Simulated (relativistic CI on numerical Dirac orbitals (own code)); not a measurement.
## Radial parameters of Kr17+

Method of calculation: Dirac-Coulomb-Breit CI, separate exchange-only KLI orbitals for each configuration, a model potential for QED, unscaled Slater integrals (own radial code, finite nucleus).

Slater integrals F^k, G^k are unscaled and averaged over j, outside the closed core [Ne]; ζ comes from projecting the Hamiltonian with its Breit term on Σ l·s of the shell.

- 3s²3p⁶3d: ζ(3d) = 6199.7 cm⁻¹; <r>(3d) = 0.4331, <r^2>(3d) = 0.2191 (bohr units).
- 3s²3p⁵3d²: ζ(3p) = 55260, F^2(3d,3d) = 232540, F^4(3d,3d) = 149470, F^2(3p,3d) = 210500, G^1(3p,3d) = 235800, G^3(3p,3d) = 154130, ζ(3d) = 6064.5 cm⁻¹; <r>(3p) = 0.4726, <r^2>(3p) = 0.2577, <r>(3d) = 0.4343, <r^2>(3d) = 0.2204 (bohr units).
- 3s3p⁶3d²: F^2(3d,3d) = 232190, F^4(3d,3d) = 149230, G^2(3s,3d) = 179010, ζ(3d) = 6149.6 cm⁻¹; <r>(3s) = 0.4792, <r^2>(3s) = 0.2614, <r>(3d) = 0.4349, <r^2>(3d) = 0.221 (bohr units).

Q: Give the Racah parameters of the d shell in 3s²3p⁵3d².

A: B = F²/49 − 5F⁴/441 = 3051 cm⁻¹ and C = 35F⁴/441 = 11863 cm⁻¹.

Averages of the first 10 configurations, taken without configuration mixing, which lowers the lowest level and can move excited configurations by several eV; other configurations of the list can lie among them:

| Configuration | Parity | States | Average energy above the lowest level (eV) |
| --- | --- | --- | --- |
| 3s²3p⁶3d | even | 10 | 1.6 |
| 3s²3p⁵3d² | odd | 270 | 106.3 |
| 3s3p⁶3d² | even | 90 | 187.0 |
| 3s²3p⁶4s | even | 2 | 253.8 |
| 3s²3p⁶4p | odd | 6 | 280.7 |
| 3s²3p⁶4d | even | 10 | 320.1 |
| 3s²3p⁶4f | odd | 14 | 353.2 |
| 3s²3p⁵3d4s | odd | 120 | 355.0 |
| 3s²3p⁵3d4p | even | 360 | 382.0 |
| 3p⁶3d³ | even | 120 | 376.6 |
